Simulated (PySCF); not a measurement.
SMILES Cl[SiH](Cl)[CH2][Ge]([Cl])([Cl])[Cl] (CH3Cl5GeSi), singlet, PBE0/def2-SVP optimised geometry.

```
11

Si     0.75    -0.83    -0.88
Cl     2.77    -0.62    -0.58
Cl     0.12    -2.60    -0.06
C     -0.10     0.59     0.00
Ge    -2.04     0.59     0.00
Cl    -2.81    -0.38    -1.75
Cl    -2.83    -0.41     1.72
Cl    -2.77     2.60     0.00
H      0.49    -0.84    -2.34
H      0.22     0.60     1.06
H      0.22     1.54    -0.46
```

Density from PBE0/def2-TZVP (PySCF 2.14.0) at that geometry.

Minimum of the electron density along straight lines between bonded atoms, close to the bond critical point (lines longer than 1.1 times the sum of covalent radii, or with two minima, are not listed):

| bond | length / Å | ρ at the minimum / e bohr⁻³ | ∇²ρ there / e bohr⁻⁵ | position (fraction from the first atom) |
|---|---|---|---|---|
| Si1–Cl2 | 2.060 | 0.099 | 0.22 | 0.36 |
| Si1–Cl3 | 2.056 | 0.100 | 0.22 | 0.36 |
| Si1–C4 | 1.870 | 0.122 | 0.18 | 0.39 |
| C4–Ge5 | 1.935 | 0.132 | … | 0.52 |
| Ge5–Cl6 | 2.146 | 0.108 | 0.16 | 0.43 |
| Ge5–Cl7 | 2.138 | 0.110 | 0.17 | 0.43 |
| Ge5–Cl8 | 2.144 | 0.108 | 0.16 | 0.43 |
| Si1–H9 | 1.479 | 0.128 | 0.13 | 0.49 |
| C4–H10 | 1.102 | 0.265 | -0.87 | 0.65 |
| C4–H11 | 1.103 | 0.265 | -0.86 | 0.65 |

Complete the blanks.


- C4–Ge5, ∇²ρ there / e bohr⁻⁵: 0.07
